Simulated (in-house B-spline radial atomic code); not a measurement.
Whole-atom quantities along the 9-electron series, configuration 1s2 2s2 2p1/2(2) 2p3/2(3). Breit and QED terms are first order and not part of the total energy; the density at the nucleus is averaged over the nuclear charge. Computed with a B-spline radial code for spherical atoms: Dirac-Hartree-Fock, jj configuration that fills j = l - 1/2 first, finite nuclei.

| ion | Z | E/Z² (Eh) | Σ<r²> (bohr²) | n(0)/Z³ (bohr⁻³) | Lamb diamagnetic shielding (ppm) | repulsion over attraction | Breit energy (eV) | self-energy (eV) | vacuum polarisation (eV) |
| --- | --- | --- | --- | --- | --- | --- | --- | --- | --- |
| Dy57+ | 66 | -1.8735 | 0.054858 | 2.341 | 4796.71 | 0.027125 | 221.84 | 237.07 | -38.775 |
| Ho58+ | 67 | -1.8788 | 0.052926 | 2.4285 | 4891.84 | 0.026688 | 232.93 | 250.48 | -41.571 |
| Er59+ | 68 | -1.8841 | 0.051084 | 2.511 | 4988.14 | 0.026263 | 244.41 | 264.48 | -44.535 |
| Tm60+ | 69 | -1.8895 | 0.049326 | 2.6085 | 5085.75 | 0.025849 | 256.3 | 279.1 | -47.692 |
| Yb61+ | 70 | -1.8949 | 0.047647 | 2.6939 | 5184.59 | 0.025446 | 268.61 | 294.37 | -51.03 |
| Lu62+ | 71 | -1.9004 | 0.046042 | 2.7871 | 5284.8 | 0.025053 | 281.34 | 310.32 | -54.577 |
| Hf63+ | 72 | -1.906 | 0.044506 | 2.8991 | 5386.48 | 0.024669 | 294.52 | 326.96 | -58.357 |
| Ta64+ | 73 | ? | ? | ? | ? | ? | ? | ? | ? |
| W65+ | 74 | -1.9173 | 0.04163 | 3.1293 | 5594.26 | 0.023928 | 322.23 | 362.46 | -66.618 |
| Re66+ | 75 | -1.9231 | 0.040282 | 3.2548 | 5700.51 | 0.023571 | 336.8 | 381.39 | -71.135 |
| Os67+ | 76 | -1.9289 | 0.038989 | 3.3782 | 5808.35 | 0.023221 | 351.84 | 401.13 | -75.918 |
| Ir68+ | 77 | ? | ? | ? | ? | ? | ? | ? | ? |
| Pt69+ | 78 | ? | ? | ? | ? | ? | ? | ? | ? |
| Au70+ | 79 | -1.9469 | 0.035414 | 3.815 | 6142.59 | 0.022218 | 400.05 | 465.62 | -92.139 |

Fill in the row of Ta64+.

E/Z² (Eh): -1.9116; Σ<r²> (bohr²): 0.043037; n(0)/Z³ (bohr⁻³): 3.0123; Lamb diamagnetic shielding (ppm): 5489.62; repulsion over attraction: 0.024294; Breit energy (eV): 308.14; self-energy (eV): 344.33; vacuum polarisation (eV): -62.365.

Fill in the row of Ir68+.

E/Z² (Eh): -1.9348; Σ<r²> (bohr²): 0.037749; n(0)/Z³ (bohr⁻³): 3.5204; Lamb diamagnetic shielding (ppm): 5917.98; repulsion over attraction: 0.02288; Breit energy (eV): 367.39; self-energy (eV): 421.72; vacuum polarisation (eV): -81.011.

Fill in the row of Pt69+.

E/Z² (Eh): -1.9408; Σ<r²> (bohr²): 0.036558; n(0)/Z³ (bohr⁻³): 3.6621; Lamb diamagnetic shielding (ppm): 6029.35; repulsion over attraction: 0.022545; Breit energy (eV): 383.46; self-energy (eV): 443.21; vacuum polarisation (eV): -86.407.

With what power of Z does the column «Breit energy (eV)» change over this range?

A fit of the logarithm of its size against log Z from Z = 66 to 79 has slope 3.28.
